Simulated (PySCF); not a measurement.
# Computed records: ClGeH2NSi, ClGeH3OSi, B2GeH4N

All values are calculated (PySCF 2.14.0). Calculation on a computer-drawn molecule: optimised geometry and harmonic frequencies of an isolated molecule of the commonest isotopes, restricted reference for singlets and unrestricted otherwise, frozen core in MP2; on germanium a core potential holds 10 electrons, which the energies leave out, and 3d is frozen in MP2 and coupled-cluster steps.

Common to all runs: multiplicity 1; basis and core potential on germanium cc-pVDZ-PP ECP10MDF.

(1) ClGeH2NSi

Start structure:
```xyz
6
ClGeH2NSi
Cl    -1.5806     0.3175     0.2142
Si     0.3983     0.5246    -0.5050
N      0.1432     0.1267    -2.2123
Ge    -1.1938    -0.5811    -2.8460
H     -1.3199    -0.4492    -4.4285
H     -2.3564    -1.5501    -2.3496
```

It was run with charge 0, method HF and basis cc-pV(D+d)Z.

The calculation gives: rotational constants 8.837, 0.9673, 0.8819 GHz; total energy -1097.4267 hartree; convergence status largest gradient component 2.088e-05 hartree/bohr.

Drawn bonds:
```csv
atom,other atom,order
1,2,1
2,3,1
3,4,2
4,5,1
4,6,1
```

Optimised structure:
```xyz
6
ClGeH2NSi
Cl    -1.1291     1.3507     0.6790
Si     0.3879     0.3411    -0.4740
N     -0.4948    -0.2240    -1.7631
Ge    -1.3058    -0.8233    -3.0838
H     -1.4470    -0.0434    -4.3801
H     -1.9204    -2.2126    -3.1052
```

Modes:
```csv
frequency (cm⁻¹),reduced mass (dalton)
63.57,17.45
82.94,4.938
223.4,1.116
280,17.75
463.3,26.63
535.9,26.24
655.2,1.069
666.5,1.155
958.1,1.039
1337,12.76
2280,1.026
2294,1.014
```

(2) ClGeH2NSi

Start structure:
```xyz
6
ClGeH2NSi
Cl    -1.1291     1.3507     0.6790
Si     0.3879     0.3411    -0.4740
N     -0.4948    -0.2240    -1.7631
Ge    -1.3058    -0.8233    -3.0838
H     -1.4470    -0.0434    -4.3801
H     -1.9204    -2.2126    -3.1052
```

It was run with charge 0, method MP2 and basis cc-pV(D+d)Z.

The calculation gives: rotational constants 9.618, 0.9143, 0.8444 GHz; total energy -1097.9036 hartree; convergence status largest gradient component 2.295e-05 hartree/bohr.

Drawn bonds:
```csv
atom,other atom,order
1,2,1
2,3,1
3,4,2
4,5,1
4,6,1
```

Optimised structure:
```xyz
6
ClGeH2NSi
Cl    -1.0516     1.3727     0.7459
Si     0.3825     0.3575    -0.4483
N     -0.5955    -0.1816    -1.7289
Ge    -1.3220    -0.8443    -3.1258
H     -1.4211    -0.0583    -4.4317
H     -1.9015    -2.2575    -3.1383
```

Modes:
```csv
frequency (cm⁻¹),reduced mass (dalton)
56.56,6.115
61.49,19.01
242.8,18.13
264.1,1.086
472.6,4.624
490,20.17
540.6,1.332
610.4,1.141
890.4,1.047
1204,11.52
2217,1.014
2222,1.027
```

(3) ClGeH3OSi

Start structure:
```xyz
7
ClGeH3OSi
Cl     1.0525    -1.6106    -0.7266
Si    -0.4805    -0.0588    -1.0546
O      0.1884     1.0702    -0.0889
Ge     1.6280     1.2208     0.9133
H      2.8273     0.9971    -0.0274
H      1.5917     2.5681     1.4784
H      1.5853     0.1379     1.9836
```

Settings of this run: charge 0, method HF and basis cc-pV(D+d)Z.

It finds rotational constants 5.678, 1.259, 1.044 GHz; total energy -1118.5147 hartree; convergence status largest gradient component 3.493e-05 hartree/bohr.

Drawn bonds:
```csv
atom,other atom,order
1,2,1
2,3,1
3,4,1
4,5,1
4,6,1
4,7,1
```

Optimised structure:
```xyz
7
ClGeH3OSi
Cl     0.8176    -1.7913    -0.9613
Si    -0.5006    -0.0965    -1.0556
O      0.2603     0.9570    -0.0985
Ge     1.6968     1.2495     0.9545
H      2.9407     1.1106     0.0868
H      1.5182     2.6709     1.4716
H      1.6598     0.2245     2.0803
```

Modes:
```csv
frequency (cm⁻¹),reduced mass (dalton)
71.94,15.58
82.02,1.063
137.6,8.123
316,10.52
455.6,30.06
517,11.33
696.9,1.125
705,1.175
912.7,1.311
950.5,1.024
955.2,1.024
1083,3.825
2271,1.024
2272,1.025
2285,1.011
```

(4) ClGeH3OSi

Start structure:
```xyz
7
ClGeH3OSi
Cl     0.8176    -1.7913    -0.9613
Si    -0.5006    -0.0965    -1.0556
O      0.2603     0.9570    -0.0985
Ge     1.6968     1.2495     0.9545
H      2.9407     1.1106     0.0868
H      1.5182     2.6709     1.4716
H      1.6598     0.2245     2.0803
```

Here we set charge 0, method MP2 and basis cc-pV(D+d)Z.

The calculation gives: rotational constants 5.305, 1.354, 1.094 GHz; total energy -1119.0133 hartree; convergence status largest gradient component 5.382e-06 hartree/bohr.

Drawn bonds:
```csv
atom,other atom,order
1,2,1
2,3,1
3,4,1
4,5,1
4,6,1
4,7,1
```

Optimised structure:
```xyz
7
ClGeH3OSi
Cl     0.9265    -1.7198    -0.8598
Si    -0.4821    -0.1226    -1.0552
O      0.1735     1.0559    -0.1103
Ge     1.6791     1.2303     0.9346
H      2.9034     1.0611     0.0354
H      1.5743     2.6477     1.4972
H      1.6180     0.1722     2.0359
```

Modes:
```csv
frequency (cm⁻¹),reduced mass (dalton)
81.79,17.09
109.9,1.07
135.1,7.705
292.6,11.23
463.1,28.51
522.3,9.458
648.7,1.122
659.6,1.187
860.6,1.396
896.6,1.023
904.2,1.023
996.4,3.253
2228,1.013
2232,1.023
2232,1.025
```

(5) B2GeH4N

Start structure:
```xyz
8
B2GeH4N
N     -1.3710    -0.9546    -1.4418
B     -1.2152    -0.1899    -0.3974
B     -1.2182     0.6618     0.9126
Ge    -1.0970     1.8112     2.4059
H     -1.4463    -1.4708    -2.2969
H     -0.6559     3.2049     2.1384
H     -2.3696     1.8509     3.1889
H     -0.0703     1.2447     3.3733
```

Here we set charge 1, method HF and basis cc-pVDZ.

The calculation gives: rotational constants 76.55, 1.182, 1.182 GHz; total energy -399.1969 hartree; convergence status largest gradient component 3.088e-05 hartree/bohr.

Drawn bonds:
```csv
atom,other atom,order
1,2,2
2,3,1
3,4,1
1,5,1
4,6,1
4,7,1
4,8,1
```

Optimised structure:
```xyz
8
B2GeH4N
N     -1.3675    -0.9515    -1.4933
B     -1.2921    -0.2602    -0.4978
B     -1.1888     0.6897     0.8699
Ge    -1.0573     1.9026     2.6170
H     -1.4293    -1.5160    -2.3080
H     -0.6517     3.2563     2.0654
H     -2.4615     1.8361     3.1872
H      0.0047     1.2012     3.4426
```

Modes:
```csv
frequency (cm⁻¹),reduced mass (dalton)
116.7,4.155
116.7,4.155
288.1,11.74
336.5,2.673
336.5,2.674
597.9,1.515
597.9,1.515
729.1,1.243
729.1,1.243
857.4,1.063
936.6,1.022
936.6,1.022
976.1,8.206
2174,7.433
2297,1.01
2303,1.025
2303,1.025
3990,1.111
```
